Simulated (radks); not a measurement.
All-electron atom: Ge26+ in [He] 2s2 2p2 (the NIST ground configuration).

All-electron calculation, scalar-relativistic Kohn-Sham, SOGGA, spin-polarised, spherical densities, point nucleus; open shells are filled with parallel spins first. Program: a radial shooting solver on a logarithmic mesh with Libxc functionals.

Energy parts (hartree):
| part | energy |
|---|---|
| total | -1452.36510 |
| kinetic | 1487.20928 |
| electron-nucleus | -3040.65986 |
| Hartree | 134.29075 |
| exchange-correlation | -33.20528 |

Orbitals (lengths in bohr, moments of r in powers of bohr; <r^-3> diverges for s and p1/2; r(max) is where P^2 peaks):
orbital	occ.	eigenvalue (hartree)	<r^-3>	r(max)
1s up	1	-464.6012	-	0.03071
1s down	1	-464.0333	-	0.03069
2s up	1	-102.2930	-	0.1693
2s down	1	-101.3050	-	0.1698
2p up	2	-97.90107	1166	0.1337
2p down	0	-96.69709	1157	0.1343

The highest occupied level is 2p up at -2664.0 eV. For comparison, the ionisation energy in NIST's Atomic Spectra Database is 2737 eV (semi-empirical). In exact Kohn-Sham theory the highest level is minus the ionisation energy, but local and semilocal functionals leave it too shallow, through self-interaction and a potential that decays too fast; potentials with the right tail come closer. The density falls to 0.001 e/bohr^3 at r = 0.65 bohr. Summed over all electrons, <r^2> = 0.1664 bohr^2, which gives a Langevin (diamagnetic) susceptibility term of -0.132 x 10^-6 cm^3/mol. Spin moment in Bohr magnetons: 2.
